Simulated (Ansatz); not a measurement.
The cluster TiSe2, relaxed as a singlet with RKS r2SCAN-D4/def2-TZVP in Ansatz, starting from the GFN2-xTB geometry. Force threshold 0.02 eV/Å.

The relaxation made no stability test and no search for a lower SCF solution. No other spin state of charge 0 was run. The structure comes from a short search, and lower isomers may exist.

Start:

```xyz
3

Ti   -0.963   -1.065    0.334
Se    1.116    0.273    0.888
Se   -0.153    0.791   -1.223
```

```
step   energy (eV)  largest force component (eV/Å)  SCF passes
   1  -153812.1614                           2.192          66
   2  -153812.3462                           2.459          39
   3  -153812.5751                           0.192          30
   4  -153812.5771                           0.015          31
```

Force components are those of the run's own axes.

End:

```xyz
3

Ti   -0.8956   -0.9845    0.3035
Se    1.0451    0.2546    0.8340
Se   -0.1496    0.7299   -1.1375
```

By distances, no bond broke or formed. The bond that changes most is Ti1–Se3, from 2.55 to 2.36 Å (atoms count from 1). The end is the same structure that another start reached, the lowest one found.

No frequencies were taken in this run, so the end may be a saddle point.

Run time 7 s (4 threads of INTEL XEON PLATINUM 8581C on a shared host).
